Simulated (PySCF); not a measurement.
Two-photon absorption: SMILES OCc1ccccc1Br, C7H7BrO

Geometry:
```
atom   x (Å)   y (Å)   z (Å)
  O1  -2.247  -0.987  -1.185
  C2  -1.288  -1.475  -0.291
  C3   0.108  -0.964  -0.558
  C4   1.104  -1.819  -1.042
  C5   2.397  -1.369  -1.301
  C6   2.721  -0.033  -1.081
  C7   1.752   0.847  -0.603
  C8   0.469   0.372  -0.349
 Br9  -0.821   1.605   0.306
 H10  -2.343  -0.042  -1.016
 H11  -1.286  -2.571  -0.391
 H12  -1.552  -1.249   0.762
 H13   0.848  -2.867  -1.221
 H14   3.150  -2.063  -1.679
 H15   3.731   0.334  -1.282
 H16   1.989   1.897  -0.425
```

Computed, not measured: PySCF, TDDFT CAM-B3LYP/aug-cc-pVDZ excited states, vertical, gas phase. Geometry: PBE0-D3(BJ)/def2-SVP.

The calculation is non-relativistic, which matters for the atoms heavier than Zn.

(1) How strongly do the lowest singlets absorb one photon, and two photons of half the energy?

Answers

(1) δ for parallel linear polarisation; σ at the peak of a Lorentzian of half width 0.1 eV, single beam; Ω is circular over linear.
```csv
state,E (eV),f,photon λ (nm),δ (au),σ (GM),Ω,main
S1,5.27,0.000,470,9.38,0.10,1.50,"HOMO→LUMO+2 0.38, HOMO−1→LUMO 0.30"
S2,5.72,0.003,433,10.6,0.13,1.50,"HOMO→LUMO+3 0.32, HOMO→LUMO+5 0.24"
S3,5.81,0.063,427,24.6,0.30,0.86,"HOMO→LUMO 0.60, HOMO−1→LUMO+2 0.14"
S4,6.46,0.057,384,3.13,0.05,0.21,"HOMO→LUMO+1 0.44, HOMO→LUMO+3 0.20"
S5,6.55,0.092,379,5.2,0.08,0.62,"HOMO−2→LUMO 0.57, HOMO−1→LUMO 0.09"
S6,6.56,0.002,378,23.6,0.37,1.50,"HOMO−1→LUMO+1 0.37, HOMO−1→LUMO+2 0.17"
```

Among these, the strongest one-photon state is S5, the strongest two-photon state S6, with a dipole change of 3.3 D (relaxed, norm of the difference vector).
